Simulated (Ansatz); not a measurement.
A nudged elastic band was laid between two geometries of H₃O₂Sn (6 atoms, charge 0, multiplicity 2).

Level of theory: UKS PBE0-D4/def2-SVP (Ansatz 0.2.0).

* movable images: 9
* climbing image: yes
* spring: 5.0 eV/Å²
* optimiser: quadratic models (default)
* start path: through a guess of the saddle point
* force threshold: 0.05 eV/Å
* iteration limit: 60
* end points: relaxed

Image 0:

```xyz
6
Properties=species:S:1:pos:R:3
O -1.293 -0.680 -0.233
Sn 0.408 0.294 -0.640
O 1.411 -0.018 1.047
H -1.863 -0.794 -1.002
H 0.147 2.030 -0.629
H 1.233 -0.895 1.410
```

Image 10:

```xyz
6
Properties=species:S:1:pos:R:3
O -1.139 -0.340 -0.477
Sn 1.163 -0.339 -1.211
O 0.948 0.380 0.742
H -1.639 0.408 -0.828
H -0.654 0.012 0.326
H 1.364 -0.185 1.403
```

(1) What changes between the two ends?

(2) What energy profile does the band end with?

(3) What is the geometry of the highest image?

(4) What are the harmonic wavenumbers there?

The band took 16 iterations and roughly 10 core-minutes.

Answers

(1) Bonds broken: Sn2–H5. Bonds formed: O1–H5.

(2) It converged. The highest image is number 4 of 0 to 10, 23.3 kcal/mol above the first end and 43.1 kcal/mol above the last; the last end lies 19.8 kcal/mol below the first. A vibrational analysis at the climbing image gives one clearly imaginary mode, 618i cm⁻¹: a first-order saddle point.

```json
{"image": "0", "path coordinate (Å)": "0.00", "energy (kcal/mol)": "0.0", "Sn2–H5 (Å)": "1.76", "O1–H5 (Å)": "3.09"}
{"image": "1", "path coordinate (Å)": "0.59", "energy (kcal/mol)": "0.7", "Sn2–H5 (Å)": "1.75", "O1–H5 (Å)": "3.04"}
{"image": "2", "path coordinate (Å)": "1.18", "energy (kcal/mol)": "2.5", "Sn2–H5 (Å)": "1.75", "O1–H5 (Å)": "2.88"}
{"image": "3", "path coordinate (Å)": "1.78", "energy (kcal/mol)": "14.7", "Sn2–H5 (Å)": "1.77", "O1–H5 (Å)": "2.27"}
{"image": "4", "path coordinate (Å)": "2.37", "energy (kcal/mol)": "23.3", "Sn2–H5 (Å)": "1.93", "O1–H5 (Å)": "1.58"}
{"image": "5", "path coordinate (Å)": "2.86", "energy (kcal/mol)": "-2.4", "Sn2–H5 (Å)": "2.24", "O1–H5 (Å)": "1.02"}
{"image": "6", "path coordinate (Å)": "3.36", "energy (kcal/mol)": "-10.6", "Sn2–H5 (Å)": "2.68", "O1–H5 (Å)": "0.97"}
{"image": "7", "path coordinate (Å)": "3.86", "energy (kcal/mol)": "-13.1", "Sn2–H5 (Å)": "2.85", "O1–H5 (Å)": "0.97"}
{"image": "8", "path coordinate (Å)": "4.35", "energy (kcal/mol)": "-15.2", "Sn2–H5 (Å)": "2.77", "O1–H5 (Å)": "0.97"}
{"image": "9", "path coordinate (Å)": "4.85", "energy (kcal/mol)": "-18.0", "Sn2–H5 (Å)": "2.59", "O1–H5 (Å)": "0.98"}
{"image": "10", "path coordinate (Å)": "5.34", "energy (kcal/mol)": "-19.8", "Sn2–H5 (Å)": "2.41", "O1–H5 (Å)": "1.00"}
```

(3) 
```xyz
6
Properties=species:S:1:pos:R:3
O -1.366 -0.207 -0.350
Sn 0.776 -0.139 -0.695
O 1.116 -0.193 1.276
H -1.837 -0.160 -1.196
H -0.636 1.177 -0.571
H 1.990 -0.541 1.490
```

(4) 618i, 166, 258, 387, 474, 603, 660, 752, 820, 1200, 3814, 3892 cm⁻¹.

The run took 5.2 min on 2 threads of Arm Neoverse V1 (shared host), peak memory 0.18 GiB.
